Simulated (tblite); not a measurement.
A tight-binding relaxation on `O=CC1C[CH2][GeH2][CH2]C1`.

Computed with GFN2-xTB geometry optimisation, gas phase (tblite 0.8.0). Start geometry: from a force field or distance geometry. The command runs a driver script over a list of jobs; the input below is this job's line of settings and its coordinates in Å.

Command:
```bash
OMP_NUM_THREADS=1 python probes_run.py task.json out
```

Input:
```
{"job": {"kind": "relax", "xc": "GFN2-xTB", "basis": "xTB"}, "charge": 0, "multiplicity": 1}
O      2.946600    -0.167200     1.182100
C      2.528800    -0.348300     0.036100
C      1.079900    -0.218700    -0.282400
C      0.609700     1.246500    -0.026100
C     -0.769700     1.543300    -0.600600
Ge    -2.093700     0.325800     0.123200
C     -1.188200    -1.387100     0.024000
C      0.259800    -1.248500     0.526600
H      3.245000    -0.625800    -0.731600
H      0.953600    -0.435200    -1.366800
H      1.333800     1.943400    -0.479100
H      0.593900     1.438100     1.078100
H     -1.066600     2.589400    -0.355200
H     -0.738300     1.427300    -1.714900
H     -3.392200     0.338700    -0.715100
H     -2.365700     0.687900     1.620100
H     -1.735200    -2.121100     0.658700
H     -1.197900    -1.748600    -1.025300
H      0.250000    -0.979400     1.607400
H      0.741000    -2.250000     0.437800
```

Estimate the output.

```
step      E/eV     max force
  0    -677.96580    3.240
  1    -678.05021    3.750
  2    -678.14041    0.419
  3    -678.16207    0.390
  4    -678.19303    0.310
  5    -678.20083    0.224
  6    -678.21107    0.232
  7    -678.21621    0.232
  8    -678.22201    0.146
  9    -678.22404    0.098
... (8 lines left out)
 18    -678.22762    0.021
 19    -678.22767    0.020
 20    -678.22772    0.019
 21    -678.22775    0.013
 22    -678.22777    0.011
 23    -678.22778    0.013
 24    -678.22780    0.015
 25    -678.22782    0.016
 26    -678.22784    0.012
 27    -678.22785    0.006
```

«max force» is the largest atomic force in eV/Å.

From which step on does the largest force stay under 0.1 eV/Å, and how much energy is left to gain from there?

From step 9 (0.098 eV/Å), 3.8 meV above the end.

Main results: energy lowered by 6.0 kcal/mol over 27 steps; largest atomic force 0.006 eV/Å at the end.

Time: 0.22 s wall. Hardware: one thread of an AMD EPYC 7R43, shared host with 256 logical CPUs at a one-minute load of 24.
Labels such as C1 count atoms from 1, the log's own numbers from 0.
